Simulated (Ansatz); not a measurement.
A nudged elastic band was laid between two geometries of ClH + GeH4O (8 atoms, charge 0, multiplicity 1).

Level of theory: RHF/def2-SVP (Ansatz).

| Property | Result |
| --- | --- |
| movable images | 7 |
| climbing image | yes |
| spring | 5.0 eV/Å² |
| optimiser | quadratic models (default) |
| start path | through a guess of the saddle point |
| force threshold | 0.05 eV/Å |
| iteration limit | 60 |
| end points | relaxed |

First end point:

```xyz
8
Properties=species:S:1:pos:R:3
Ge -0.133 -0.612 -0.137
H -0.631 -1.618 0.905
H 1.389 -0.553 -0.188
O -0.634 1.028 0.353
H -1.563 1.200 0.406
H -0.738 -0.925 -1.510
Cl 1.257 3.455 1.399
H 0.492 2.514 0.976
```

Last end point:

```xyz
8
Properties=species:S:1:pos:R:3
Ge -0.335 0.645 -0.553
H 1.489 -1.110 3.295
H 0.986 0.042 -0.992
O -0.920 1.605 -1.891
H -1.681 2.148 -1.751
H -1.383 -0.360 -0.092
Cl 0.021 1.961 1.136
H 1.262 -0.440 3.053
```

(1) What changes between the two ends?

(2) What energy profile does the band end with?

(3) What is the geometry of the highest image?

The band took 17 iterations and of the order of 4 core-minutes.

## Answers

(1) Bonds broken: Ge1–H2, Cl7–H8. Bonds formed: Ge1–Cl7, H2–H8. ClH + GeH4O becomes ClGeH3O + H2.

(2) The run converged. The highest image is number 4 of 0 to 8, 2.65 eV above the first end and 2.96 eV above the last; the last end lies 0.31 eV below the first. Neighbouring images differ by up to 2.3 eV, so the band resolves the path poorly. A vibrational analysis at the climbing image gives one clearly imaginary mode, 1080i cm⁻¹: a first-order saddle point. The orbitals stay closed-shell, which can raise the energy where a bond breaks towards radicals; this wasn't checked here.

```csv
image,path coordinate (Å),energy (eV),Ge1–H2 (Å),Cl7–H8 (Å),Ge1–Cl7 (Å)
0,0.00,0.00,1.53,1.28,4.56
1,1.32,0.01,1.53,1.28,4.21
2,2.63,0.13,1.53,1.27,3.80
3,3.95,0.36,1.54,1.27,3.58
4,5.27,2.65,1.81,1.76,2.69
5,6.70,0.31,2.78,2.34,2.20
6,8.14,-0.30,3.98,3.05,2.17
7,9.57,-0.31,4.46,3.31,2.17
8,11.01,-0.31,4.60,3.31,2.17
```

(3) 
```xyz
8
Properties=species:S:1:pos:R:3:forces:R:3
Ge 0.039 0.278 -0.158 0.00 0.00 0.00
H 0.090 -0.281 1.564 0.00 0.00 0.00
H 1.389 0.246 -0.824 0.00 0.00 0.00
O -1.103 1.527 -0.533 0.01 0.00 0.00
H -1.992 1.238 -0.676 -0.01 0.00 0.00
H -0.733 -1.040 -0.362 0.00 0.00 0.00
Cl 1.250 2.049 1.471 0.00 0.00 0.00
H 0.497 0.474 1.721 0.00 0.00 0.00
```

Run time: 4 min on 1 thread of Arm Neoverse V1, on a shared host, peak memory 0.2 GiB.
